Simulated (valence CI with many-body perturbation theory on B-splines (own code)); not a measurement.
**Tl73+: electric-dipole lines**

Level of theory: valence CI with perturbative core correlation (CI+MBPT): six valence electrons over a frozen Dirac-Fock core [He], a basis of 9 s, 9 p, 8 d, 6 f, 3 g, 1 h functions for each j, with the one-electron correlation potential Σ1, the two-electron term Σ2, the three-electron term Σ3, Breit, model QED; selected CI, second order for the rest, scaled by the run's own slope (own B-spline code, finite nucleus).

The last digits are not significant, and no measured levels were compared; by estimate large intervals hold to a few tenths of a per cent, small ones and those within an open d or f shell to about a per cent. Among the levels kept, up to 1900 cm⁻¹ of a level comes from second order outside the variational space, and about a tenth of that is noise between levels of different J, which matters for small intervals.

Lines 151 to 197 of 197 in falling wavelength, among levels below 970.88 Ry, chosen from the strongest by gf and those to the six lowest levels. Wavelengths and rates use the calculated energies. Electric multipoles are in the length gauge with retardation, E1 and E2 with the static RPA response of the core. Weak lines are less certain than strong ones. Lines between different terms over intervals too small for the method are left out, as are lines whose strength nearly cancels. The highest levels of a list are the least certain.

Levels are named by their leading jj configuration (3d3/2^4 stands for four electrons in 3d with j = 3/2), which in mixed levels can hold well under half, so a name can repeat and another be missing. Letters in brackets count levels of one name in rising energy.

| λ vac (nm) | Upper | Lower | A (s⁻¹) | log gf | Branch % |
| --- | --- | --- | --- | --- | --- |
| 0.1198 | (2s^2 2p1/2 2p3/2^2 3s) J=1 [a] | (2s^2 2p1/2 2p3/2^3) J=2 | 6.18e+13 | -1.40 | 14.0 |
| 0.1197 | (2s^2 2p1/2 2p3/2^2 3s) J=2 [a] | (2s^2 2p1/2 2p3/2^3) J=1 | 4.89e+13 | -1.28 | 49.2 |
| 0.1196 | (2s^2 2p1/2 2p3/2^2 3s) J=3 | (2s^2 2p1/2 2p3/2^3) J=2 | 6.14e+13 | -1.04 | 47.8 |
| 0.1196 | (2s 2p1/2^2 2p3/2^2 3s) J=0 | (2s 2p1/2^2 2p3/2^3) J=1 | 1.76e+14 | -1.42 | 87.7 |
| 0.1196 | (2s^2 2p1/2 2p3/2^2 3s) J=1 [a] | (2s^2 2p1/2 2p3/2^3) J=1 | 3.07e+14 | -0.71 | 69.3 |
| 0.1195 | (2s^2 2p1/2 2p3/2^2 3s) J=2 [b] | (2s^2 2p1/2 2p3/2^3) J=2 | 3.24e+14 | -0.46 | 80.1 |
| 0.1195 | (2s^2 2p1/2^2 2p3/2 3s) J=2 | (2s^2 2p1/2^2 2p3/2^2) J=2 | 1.80e+14 | -0.71 | 100.0 |
| 0.1194 | (2s^2 2p1/2^2 2p3/2 3s) J=1 | (2s^2 2p1/2^2 2p3/2^2) J=2 | 2.99e+14 | -0.72 | 71.1 |
| 0.1193 | (2s^2 2p1/2 2p3/2^2 3s) J=2 [b] | (2s^2 2p1/2 2p3/2^3) J=1 | 4.46e+13 | -1.32 | 11.0 |
| 0.1190 | (2s 2p1/2^2 2p3/2^2 3s) J=1 [a] | (2s 2p1/2^2 2p3/2^3) J=2 | 1.47e+14 | -1.03 | 70.3 |
| 0.1189 | (2s 2p1/2^2 2p3/2^2 3s) J=1 [b] | (2s 2p1/2^2 2p3/2^3) J=2 | 7.51e+13 | -1.32 | 17.7 |
| 0.1189 | (2s^2 2p1/2 2p3/2^2 3s) J=1 [b] | (2s^2 2p1/2 2p3/2^3) J=2 | 1.53e+14 | -1.01 | 60.2 |
| 0.1188 | (2s 2p1/2^2 2p3/2^2 3s) J=2 [b] | (2s 2p1/2^2 2p3/2^3) J=2 | 9.98e+12 | -1.98 | 9.1 |
| 0.1187 | (2s^2 2p1/2 2p3/2^2 3s) J=0 | (2s^2 2p1/2 2p3/2^3) J=1 | 1.86e+14 | -1.41 | 100.0 |
| 0.1187 | (2s^2 2p1/2 2p3/2^2 3s) J=1 [b] | (2s^2 2p1/2 2p3/2^3) J=1 | 3.04e+13 | -1.72 | 12.0 |
| 0.1138 | (2s 2p1/2^2 2p3/2^2 3p1/2) J=2 [a] | (2s^2 2p1/2 2p3/2^3) J=2 | 1.40e+11 | -3.87 | 0.0 |
| 0.1138 | (2s 2p1/2^2 2p3/2^2 3p1/2) J=3 | (2s^2 2p1/2 2p3/2^3) J=2 | 4.67e+10 | -4.20 | 0.0 |
| 0.1136 | (2s 2p1/2^2 2p3/2^2 3p1/2) J=2 [a] | (2s^2 2p1/2 2p3/2^3) J=1 | 3.89e+11 | -3.42 | 0.1 |
| 0.1126 | (2s 2p1/2^2 2p3/2^2 3p1/2) J=1 [a] | (2s^2 2p1/2 2p3/2^3) J=2 | 1.08e+11 | -4.21 | 0.0 |
| 0.1126 | (2s 2p1/2^2 2p3/2^2 3p1/2) J=1 [b] | (2s^2 2p1/2 2p3/2^3) J=2 | 2.42e+11 | -3.86 | 0.0 |
| 0.1126 | (2s 2p1/2^2 2p3/2^2 3p1/2) J=2 [b] | (2s^2 2p1/2 2p3/2^3) J=2 | 5.59e+11 | -3.27 | 0.1 |
| 0.1124 | (2s 2p1/2^2 2p3/2^2 3p1/2) J=1 [a] | (2s^2 2p1/2 2p3/2^3) J=1 | 8.95e+09 | -5.29 | 0.0 |
| 0.1124 | (2s 2p1/2^2 2p3/2^2 3p1/2) J=1 [b] | (2s^2 2p1/2 2p3/2^3) J=1 | 1.24e+11 | -4.15 | 0.0 |
| 0.1124 | (2s 2p1/2^2 2p3/2^2 3p1/2) J=0 | (2s^2 2p1/2 2p3/2^3) J=1 | 1.36e+12 | -3.59 | 4.6 |
| 0.1124 | (2s 2p1/2^2 2p3/2^2 3p1/2) J=2 [b] | (2s^2 2p1/2 2p3/2^3) J=1 | 8.39e+10 | -4.10 | 0.0 |
| 0.1106 | (2s^2 2p1/2^2 2p3/2 3d3/2) J=1 | (2s^2 2p1/2^2 2p3/2^2) J=0 | 2.04e+14 | -0.95 | 34.0 |
| 0.1101 | (2s^2 2p1/2^2 2p3/2 3d3/2) J=2 | (2s^2 2p1/2^2 2p3/2^2) J=2 | 2.17e+14 | -0.70 | 98.8 |
| 0.1100 | (2s^2 2p1/2^2 2p3/2 3d3/2) J=3 | (2s^2 2p1/2^2 2p3/2^2) J=2 | 6.02e+13 | -1.12 | 95.9 |
| 0.1100 | (2s^2 2p1/2^2 2p3/2 3d3/2) J=1 | (2s^2 2p1/2^2 2p3/2^2) J=2 | 3.93e+14 | -0.67 | 65.5 |
| 0.1089 | (2s^2 2p1/2^2 2p3/2 3d5/2) J=1 | (2s^2 2p1/2^2 2p3/2^2) J=0 | 2.07e+15 | 0.04 | 91.7 |
| 0.1085 | (2s^2 2p1/2^2 2p3/2 3d5/2) J=2 | (2s^2 2p1/2^2 2p3/2^2) J=2 | 1.50e+15 | 0.12 | 100.0 |
| 0.1084 | (2s^2 2p1/2^2 2p3/2 3d5/2) J=3 | (2s^2 2p1/2^2 2p3/2^2) J=2 | 3.37e+15 | 0.62 | 100.0 |
| 0.1082 | (2s^2 2p1/2^2 2p3/2 3d5/2) J=1 | (2s^2 2p1/2^2 2p3/2^2) J=2 | 1.88e+14 | -1.00 | 8.3 |
| 0.09970 | (2s^2 2p1/2 2p3/2^2 3s) J=1 [a] | (2s^2 2p1/2^2 2p3/2^2) J=0 | 2.10e+11 | -4.03 | 0.0 |
| 0.09926 | (2s^2 2p1/2 2p3/2^2 3s) J=2 [a] | (2s^2 2p1/2^2 2p3/2^2) J=2 | 3.52e+13 | -1.59 | 35.4 |
| 0.09915 | (2s^2 2p1/2 2p3/2^2 3s) J=1 [a] | (2s^2 2p1/2^2 2p3/2^2) J=2 | 7.36e+13 | -1.49 | 16.6 |
| 0.09909 | (2s^2 2p1/2 2p3/2^2 3s) J=1 [b] | (2s^2 2p1/2^2 2p3/2^2) J=0 | 6.99e+13 | -1.51 | 27.6 |
| 0.09906 | (2s^2 2p1/2 2p3/2^2 3s) J=3 | (2s^2 2p1/2^2 2p3/2^2) J=2 | 6.69e+13 | -1.16 | 52.2 |
| 0.09898 | (2s^2 2p1/2 2p3/2^2 3s) J=2 [b] | (2s^2 2p1/2^2 2p3/2^2) J=2 | 3.58e+13 | -1.58 | 8.9 |
| 0.09854 | (2s^2 2p1/2 2p3/2^2 3s) J=1 [b] | (2s^2 2p1/2^2 2p3/2^2) J=2 | 2.47e+11 | -3.97 | 0.1 |
| 0.09504 | (2s 2p1/2^2 2p3/2^2 3p1/2) J=2 [a] | (2s^2 2p1/2^2 2p3/2^2) J=2 | 3.00e+14 | -0.69 | 97.0 |
| 0.09503 | (2s 2p1/2^2 2p3/2^2 3p1/2) J=3 | (2s^2 2p1/2^2 2p3/2^2) J=2 | 7.42e+14 | -0.15 | 98.6 |
| 0.09467 | (2s 2p1/2^2 2p3/2^2 3p1/2) J=1 [a] | (2s^2 2p1/2^2 2p3/2^2) J=0 | 7.54e+14 | -0.52 | 96.3 |
| 0.09467 | (2s 2p1/2^2 2p3/2^2 3p1/2) J=1 [b] | (2s^2 2p1/2^2 2p3/2^2) J=0 | 7.55e+11 | -3.52 | 0.1 |
| 0.09417 | (2s 2p1/2^2 2p3/2^2 3p1/2) J=1 [a] | (2s^2 2p1/2^2 2p3/2^2) J=2 | 7.66e+09 | -5.52 | 0.0 |
| 0.09416 | (2s 2p1/2^2 2p3/2^2 3p1/2) J=1 [b] | (2s^2 2p1/2^2 2p3/2^2) J=2 | 7.86e+14 | -0.50 | 93.8 |
| 0.09415 | (2s 2p1/2^2 2p3/2^2 3p1/2) J=2 [b] | (2s^2 2p1/2^2 2p3/2^2) J=2 | 4.71e+14 | -0.50 | 89.9 |
